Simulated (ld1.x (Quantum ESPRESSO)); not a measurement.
## Which change was made? (Ag, PAW)

Ag, PAW, made with ld1.x (Quantum ESPRESSO) 7.5 (PBEsol, scalar-relativistic). Core [Ar] 3d10 4s2, reference 4p6 4d10 5s1 5p0. Waves: 5s (bound): rcut 2.10, rcutus 2.90 bohr; 5s channel at 0.2 Ry: rcut 2.10, rcutus 2.90 bohr; 4p (bound): rcut 1.45, rcutus 1.80 bohr; 5p (bound, empty): rcut 1.45, rcutus 1.80 bohr; 4d (bound): rcut 1.05, rcutus 1.40 bohr; 4d channel at 0.35 Ry: rcut 1.05, rcutus 1.40 bohr. Local part: all-electron potential smoothed inside 1.25 bohr (lloc = -1). Core correction: Bessel-smoothed model core inside 0.70 bohr. Augmentation charge: PSQ, inside the norm-conserving radii.

Cutoffs, loose and tight: the cutoffs (Ry, on a coarse ladder) from which the occupation-weighted sum of valence levels, in a spherical-Bessel basis at the reference potential, stays within 10 and 1 mRy of its value at 400 Ry. They do not see the model core or the augmentation charge, which bear on the density cutoff. Test errors are all-electron minus pseudo excitation energies from the reference, over the configurations 4p6 4d10 5s0 5p0; 4p6 4d9 5s0 5p0; 4p6 4d8 5s0 5p0; 4p6 4d9 5s1 5p1; 4p6 4d7 5s0 5p0; 4p6 4d9 5s1 5p0; 4p6 4d10 5s0.5 5p0; variants that change the core or the reference have their own tests. The largest error is taken over the tests solved by every variant that gives reliable tests at all, those not shown here included: 4p6 4d10 5s0 5p0; 4p6 4d8 5s0 5p0; 4p6 4d9 5s0 5p0.

The base gives: outcome: generated, overlap not positive; bound ghosts: not determined (overlap not positive); largest test error (meV): +56.

(1) After one change the result is: outcome: generated; cutoff, loose: 80 Ry; cutoff, tight: 100 Ry; bound ghosts: s; largest test error (meV): -54. Which change was it?
A. local potential all-electron potential smoothed inside 3.46 bohr (lloc = -1)
B. wave 4d channel at 0.35 Ry: rcut 1.05, rcutus 1.40 bohr becomes 4d channel at 2.16 Ry: rcut 1.05, rcutus 1.40 bohr
C. type TM; waves now 5s (bound): rc 2.90 bohr; 4p (bound): rc 1.80 bohr; 4d (bound): rc 1.40 bohr; local potential the d channel

Answers

(1) C. The others give: wave 4d channel at 0.35 Ry: rcut 1.05, rcutus 1.40 bohr becomes 4d channel at 2.16 Ry: rcut 1.05, rcutus 1.40 bohr → outcome: generated, overlap not positive; bound ghosts: not determined (overlap not positive); largest test error (meV): +81 | local potential all-electron potential smoothed inside 3.46 bohr (lloc = -1) → outcome: generated; cutoff, loose: 60 Ry; cutoff, tight: 100 Ry; bound ghosts: none; largest test error (meV): test run stopped at test 2 of 7 (negative rho), 1 before it not solved. A file whose overlap is not positive is unfit for use, and its test errors describe a broken file.
